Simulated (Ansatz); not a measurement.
Reaction (ligand exchange at the Sn–S bond): `[F][SnH]([SH])[Cl]` + HCl → `[F][SnH]([Cl])[Cl]` + H₂S

Computed with Ansatz on PBE0-D4/def2-TZVP structures; ΔE is electronic, products minus reactants. CCSD(T)/CBS is the MP2 limit (def2-TZVPP, def2-QZVPP) plus CCSD(T) − MP2 in def2-TZVPP, frozen cores. This one scheme is used for every species. Functionals use def2-TZVPP. B3LYP here is the variant with VWN-RPA as its local correlation; programs differ in this. HSE06 is defined as in plane-wave codes. def2 core potentials past Kr. For Sn outer-core shells are correlated without core-valence functions, which leaves a few kJ/mol of doubt a bond. Each species was taken in one conformer, which may not be the lowest.

| level | ΔE (kcal/mol) | difference from CCSD(T)/CBS |
| --- | --- | --- |
| LDA (SPW92) | -3.6 | 1.4 |
| PBE-D4 | -4.2 | 0.8 |
| revPBE-D4 | -4.3 | 0.7 |
| BLYP-D4 | -5.0 | 0.0 |
| r2SCAN-D4 | -5.2 | -0.2 |
| B97M-V | -6.1 | -1.1 |
| PBE0-D4 | -4.6 | 0.4 |
| B3LYP-D4 | -5.3 | -0.3 |
| r2SCANh-D4 | -5.2 | -0.2 |
| HSE06-D4 | -4.6 | 0.4 |
| BHLYP-D4 | -5.9 | -0.9 |
| CAM-B3LYP-D4 | -5.8 | -0.8 |
| ωB97X-V | -5.8 | -0.8 |
| ωB97M-V | -5.5 | -0.5 |
| B2PLYP | -5.5 | -0.5 |
| PBE | -4.5 | 0.5 |
| revPBE | -4.8 | 0.2 |
| BLYP | -5.6 | -0.6 |
| r2SCAN | -5.3 | -0.3 |
| PBE0 | -4.9 | 0.1 |
| B3LYP | -5.8 | -0.8 |
| r2SCAN0 | -5.4 | -0.4 |
| HSE06 | -4.9 | 0.1 |
| BHLYP | -6.5 | -1.5 |
| CAM-B3LYP | -6.1 | -1.1 |
| LC-ωPBE | -5.4 | -0.4 |
| RPA@PBE/def2-TZVPP | -4.9 | 0.1 |
| HF/def2-SVP | -7.8 | -2.8 |
| MP2/def2-SVP | -5.6 | -0.6 |
| CCSD/def2-SVP | -6.0 | -1.0 |
| CCSD(T)/def2-SVP | -5.7 | -0.7 |
| HF/def2-TZVPP | -8.0 | -3.0 |
| MP2/def2-TZVPP | -4.4 | 0.6 |
| SCS-MP2/def2-TZVPP | -5.1 | -0.1 |
| CCSD/def2-TZVPP | -5.2 | -0.2 |
| CCSD(T)/def2-TZVPP | -4.8 | 0.2 |
| HF/def2-QZVPP | -8.3 | -3.3 |
| SCS-MP2/def2-QZVPP | -5.4 | -0.4 |
| MP2/CBS(def2) | -4.6 | 0.4 |
| CCSD/CBS(def2) | -5.4 | -0.4 |
| CCSD(T)/CBS | -5.0 | 0 |

Largest T1 diagnostic among the species: 0.013.

From BLYP to BHLYP (50 % exact exchange), in def2-TZVPP and without D4, ΔE moves by −0.9 kcal/mol. Leaving LDA and LC-ωPBE aside and taking each functional with its dispersion term where it has one, the values spread over 2.0 kcal/mol, from B97M-V to PBE-D4. LDA lies +0.9 kcal/mol from PBE without D4. In def2-TZVPP, CCSD(T) changes the Hartree–Fock value by +3.2 kcal/mol (the triples alone add +0.4 kcal/mol) and MP2 by +3.6 kcal/mol.
